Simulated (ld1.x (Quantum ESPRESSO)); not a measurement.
# What one change does to a pseudopotential (germanium (Ge), ultrasoft)

```json
{
 "Element": "germanium",
 "Generator": "ld1.x (Quantum ESPRESSO) 7.5",
 "Type": "ultrasoft",
 "Functional": "PBE",
 "Relativity": "non-relativistic",
 "Frozen core": "[Ar] 3d10",
 "Valence charge": "4",
 "Reference configuration": "4s2 4p2",
 "Partial waves": "4s (bound): rcut 1.30, rcutus 1.80 bohr; 4s channel at 0.25 Ry: rcut 1.30, rcutus 1.80 bohr; 4p (bound): rcut 1.65, rcutus 2.10 bohr; 4p channel at 1.4 Ry: rcut 1.65, rcutus 2.10 bohr; 4d channel at 0.35 Ry: rcut 1.80, rcutus 2.05 bohr; 4d channel at 2.35 Ry: rcut 1.80, rcutus 2.05 bohr",
 "Local potential": "all-electron potential smoothed inside 1.40 bohr (lloc = -2)",
 "Core correction": "a·sin(br)/r model core inside 1.15 bohr",
 "Augmentation charge": "PSQ, radius 1.40 bohr"
}
```

All-electron outer shells of the reference configuration (PBE, non-relativistic, ld1.x):

```json
{"shell": "3d", "level (eV)": "-30.15", "outermost node (bohr)": "–", "outermost maximum (bohr)": "0.50"}
{"shell": "4s", "level (eV)": "-11.40", "outermost node (bohr)": "0.78", "outermost maximum (bohr)": "1.77"}
{"shell": "4p", "level (eV)": "-3.93", "outermost node (bohr)": "0.83", "outermost maximum (bohr)": "2.22"}
```

Change: local potential all-electron potential smoothed inside 1.50 bohr (lloc = -1).

Cutoffs: the cutoffs (Ry, on a coarse ladder) from which the occupation-weighted sum of valence levels, in a spherical-Bessel basis at the reference potential, stays within 10 and 1 mRy of its value at 400 Ry; they do not see the model core or the augmentation charge, which bear on the density cutoff. Errors are all-electron minus pseudo energies relative to the spin-unpolarised reference configuration.

How do hardness, ghosts and transferability respond?

The potential gets neither clearly harder nor softer (10 Ry and 15 Ry → 10 Ry and 15 Ry); a bound ghost appears in d, which as a rule spoils a file; the errors of the 7 common tests hardly move. A state that the projectors do not describe sees the local part alone, so a deeper or shallower local part can create or remove a ghost.

```csv
quantity,base,changed
"cutoff, loose",10 Ry,10 Ry
"cutoff, tight",15 Ry,15 Ry
bound ghosts,none,d
"error for 4s2 4p1, meV [ΔE 7.48 eV]",-5.2,-5.2
"error for 4s2 4p0, meV [ΔE 22.93 eV]",-47,-47
"error for 4s1 4p0, meV [ΔE 57.17 eV]",-282,-282
"error for 4s0 4p4, meV [ΔE 15.40 eV]",-37,-37
"error for 4s1 4p3, meV [ΔE 7.59 eV]",-9.4,-9.4
"error for 4s2 4p1.5, meV [ΔE 2.82 eV]",-0.8,-0.8
"error for 4s1 4p2, meV [ΔE 15.77 eV]",-27,-27
s: phases at 2.29 bohr within 0.05 rad from the reference energy up to (Ry; the scan ends near 5),4.6,4.2
p: phases at 2.29 bohr within 0.05 rad from the reference energy up to (Ry; the scan ends near 5),to the end of the scan,to the end of the scan
d: phases at 2.29 bohr within 0.05 rad from the reference energy up to (Ry; the scan ends near 5),to the end of the scan,n/a
lowest overlap eigenvalue by channel,"s 0.41, p 0.63, d 0.92","s 0.38, p 0.59, d 0.92"
```

 A true bound ghost makes a file unfit for plane-wave use even where its test errors are small: the radial tests pick states by their node count and pass the ghost by.
